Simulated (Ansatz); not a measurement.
```yaml
crystal:
  periodic: [false, false, false]
  atoms:
    - {symbol: B, position_ang: [-1.172889, 0.483702, -1.419514]}
    - {symbol: Ge, position_ang: [0.124739, 0.668445, 0.167543]}
    - {symbol: C, position_ang: [0.776924, -1.023831, 0.906992]}
    - {symbol: H, position_ang: [-1.470189, -0.578369, -1.882000]}
    - {symbol: H, position_ang: [-1.652000, 1.461262, -1.913436]}
    - {symbol: H, position_ang: [-0.562226, 1.481222, 1.289566]}
    - {symbol: H, position_ang: [1.333758, 1.518239, -0.290738]}
    - {symbol: H, position_ang: [-0.058644, -1.623817, 1.270382]}
    - {symbol: H, position_ang: [1.462578, -0.844508, 1.735726]}
    - {symbol: H, position_ang: [1.301151, -1.593444, 0.138279]}
basis:
  gaussian: {orbitals: def2-TZVP, final_grid: {core_spheres: 1, valence_spheres: 1, degree: 1}}
hamiltonian: {xc: {name: wB97M-V}}
output: {forces: true}
```

```sh
$ ansatz run in.yaml --threads 2 --pin off --events-out ev --progress --plain --max-ram 4352MiB
```

It prints (some lines left out):

```
Functional definition: wB97M-V
1043 factors; their error is unknown
292 factors; integrals over basis functions are off by at most 1.4e-5 eV
mean field evaluation 1: about -58337.2728 eV, gradient 3.9e1 eV
mean field evaluation 2: about -58338.4462 eV, gradient 3.2e1 eV
mean field evaluation 4: about -58340.3660 eV, gradient 1.5e0 eV
mean field evaluation 16: about -58416.0911 eV, gradient 1.1e1 eV
mean field evaluation 32: about -58416.4968 eV, gradient 1.3e-3 eV
a density is far from that of the atoms, so the factors are made again for it
1318 factors; integrals over basis functions are off by at most 5.2e-4 eV
305 factors; integrals over basis functions are off by at most 1.4e-5 eV
mean field -58416.45238630 eV, -2146.7650291031 hartree, gradient 3.6e-5 eV, S^2 0.000000; 0 other end points of the search recorded, 0 dependent functions left out
reference -58416.45277193 eV, -2146.7650432744 hartree; 25, 25 occupied and 127, 127 virtual orbitals, 1318 factors
Total energy: -58416.45277193 eV, -2146.7650432744 hartree
Atom 0 at    -1.172889     0.483702    -1.419514 Å, force   -15.608705    47.265157   -23.819138 eV/Å
Atom 1 at     0.124739     0.668445     0.167543 Å, force   -44.437918   -22.828465   -49.140311 eV/Å
Atom 2 at     0.776924    -1.023831     0.906992 Å, force    33.264594   -16.622903    37.957656 eV/Å
Atom 3 at    -1.470189    -0.578369    -1.882000 Å, force     0.828214   -10.266925     4.382716 eV/Å
Atom 4 at    -1.652000     1.461262    -1.913436 Å, force    13.839229     1.556551    16.369285 eV/Å
Atom 5 at    -0.562226     1.481222     1.289566 Å, force    -0.887877     1.792007    -2.035395 eV/Å
Atom 6 at     1.333758     1.518239    -0.290738 Å, force    -2.218121     1.604162    -1.371054 eV/Å
Atom 7 at    -0.058644    -1.623817     1.270382 Å, force     4.380850     6.996815     1.610709 eV/Å
Atom 8 at     1.462578    -0.844508     1.735726 Å, force    10.238104   -16.468330    11.466101 eV/Å
Atom 9 at     1.301151    -1.593444     0.138279 Å, force     0.601630     6.971930     4.579431 eV/Å
Dipole moment:     0.487576    -0.669310     0.551443 e Å
```

**Question.** What is wrong with this run?

**Answer.** The integration grid is far too coarse. Self-consistency was reached. The result belongs to that input, not to the molecule as meant.
